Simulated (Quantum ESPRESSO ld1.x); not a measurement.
Values are calculated unless marked as measured or tabulated.
Question: These are the eigenvalues of the occupied orbitals of an atom or ion with whole-number occupations (hartree). Code: ld1.x of Quantum ESPRESSO 7.5. Model: non-relativistic Kohn-Sham, LDA (Slater exchange, VWN5 correlation), spin-polarised, spherical densities, point nucleus.

1s up: -9.93982
1s down: -9.86529
2s up: -0.56041
2p up: -0.25318

Which element is it, and in what charge state? The configuration may be excited. Open shells, if any, are filled with parallel spins first.

Answer: Z = 6, carbon, charge 0: C in [He] 2s1 2p3. The list shows which subshells hold electrons but not how many an open one holds; the 1s level, -9.9398 hartree, gives Z - s = 4.5 by -(Z - s)^2/2, which with screening narrows Z to a few neighbours, and the depths of the outer levels then fix element, charge and occupations together.
